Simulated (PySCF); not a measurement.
## Magnetic susceptibility: `CC(=O)[C@@H]1OCC=CS1`, C6H8O2S

Geometry:
```csv
atom,x (Å),y (Å),z (Å)
C1,-2.405,-0.936,-0.065
C2,-1.950,0.216,0.773
O3,-2.656,0.878,1.485
C4,-0.451,0.488,0.689
O5,0.030,0.290,-0.591
C6,1.363,0.727,-0.771
C7,2.332,0.143,0.212
C8,1.986,-0.490,1.324
S9,0.340,-0.709,1.880
H10,-3.481,-1.060,0.014
H11,-2.111,-0.761,-1.097
H12,-1.899,-1.839,0.274
H13,-0.217,1.488,1.079
H14,1.407,1.829,-0.729
H15,1.625,0.416,-1.786
H16,3.374,0.262,-0.042
H17,2.705,-0.931,1.994
```

Method used: PySCF 2.14.0, GIAO PBE0/pcSseg-1 magnetisability, rotational g tensor and spin-rotation constants, non-relativistic, gas phase. Geometry: GFN2-xTB.

**Question.** How diamagnetic is it, and how anisotropic?

**Answer.** Isotropic -1247 × 10⁻³⁰ J/T², or -75.1 × 10⁻⁶ cm³/mol; principal values -1360, -1242, -1139 × 10⁻³⁰ J/T², anisotropy 192 × 10⁻³⁰ J/T² (root of half the summed squared differences of the principal values). The susceptibility is in cgs units.

**Question.** Split it along the inertial axes a, b, c into diamagnetic and paramagnetic parts about the centre of mass, with the quadrupole moment.

**Answer.** 
| axis | χ (10⁻⁶ cm³/mol) | diamagnetic (10⁻⁶ cm³/mol) | paramagnetic (10⁻⁶ cm³/mol) | summed x² of all electrons (Å²) | quadrupole Θ (D Å) |
| --- | --- | --- | --- | --- | --- |
| a | -71.4 | -587.1 | 515.8 | 239.9 | +1.31 |
| b | -80.3 | -1208.1 | 1127.8 | 93.5 | +1.78 |
| c | -73.6 | -1414.7 | 1341.1 | 44.8 | -3.09 |

Anisotropies 2χaa − χbb − χcc = +11.2 and 2χbb − χaa − χcc = -15.7 × 10⁻⁶ cm³/mol. Θ is traceless in Buckingham's convention.

**Question.** And the rotational g tensor?

**Answer.** 
| axis | rotational constant (GHz) | g | nuclear part | electronic part |
| --- | --- | --- | --- | --- |
| a | 2.5380 | -0.0433 | 0.5716 | -0.6149 |
| b | 1.0896 | -0.0141 | 0.5632 | -0.5773 |
| c | 0.9032 | -0.0134 | 0.5557 | -0.5691 |

Asymmetric top; isotopes 12C, 1H, 16O, 32S; no vibrational averaging.
